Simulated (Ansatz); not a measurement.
Ideal-gas functions of `CS[Si]N` at 500 K and 1 bar, from an Ansatz frequency run at PBE0-D4/def2-TZVP.

Molar mass 91.21 g/mol, point group Cs (symmetry number 1), electronic degeneracy 1, moments of inertia 40.192, 195.027, 232.032 u Å². Harmonic wavenumbers (cm⁻¹, unscaled): 86, 120, 166, 284, 458, 480, 499, 736, 787, 865, 979, 981, 1351, 1461, 1478, 1581, 3057, 3146, 3161, 3582, 3688.

Use S(trans) = R[1.5 ln M + 2.5 ln T − 1.1517]; rotational temperatures θ = 24.2544 K / I; S(rot) = R[ln(√π/σ · √(T³/θAθBθC)) + 1.5]; for each mode x = 1.438777 ν̃/T, S = R[x/(eˣ − 1) − ln(1 − e⁻ˣ)] and H = RT x/(eˣ − 1); 1 cm⁻¹ = 0.0119627 kJ/mol; R = 8.31446 J/(mol·K).

Q: By hand: the entropy, in J/(mol·K).

A: Translation 175.9. Rotation: θ = 0.6035, 0.1244, 0.1045 K, giving 114.9. Vibration, mode by mode: 19.95, 17.20, 14.54, 10.22, 6.60, 6.26, 5.99, 3.47, 3.09, 2.59, 2.00, 1.99, 0.85, 0.66, 0.63, 0.49, 0.01, 0.01, 0.01, 0.00, 0.00, in all 96.6. Electronic 0.0. Sum 387.4 J/(mol·K).

Q: By hand: H − E and G − E in kJ/mol, counted from the electronic energy.

A: Zero-point energy ½ × 28946 × 0.0119627 = 173.1; thermal vibration 24.7; translation, rotation and pV give 4 RT = 16.6. H − E = 214.4 kJ/mol, and G − E = 214.4 − 500 × 387.4/1000 = 20.7 kJ/mol.

Vibration gives 25 % of the entropy, 37.1 J/(mol·K) of it from the modes under 150 cm⁻¹: soft modes count most, and the harmonic formula is weakest for them. The sum counts one conformer and one mirror image; others add a mixing term.
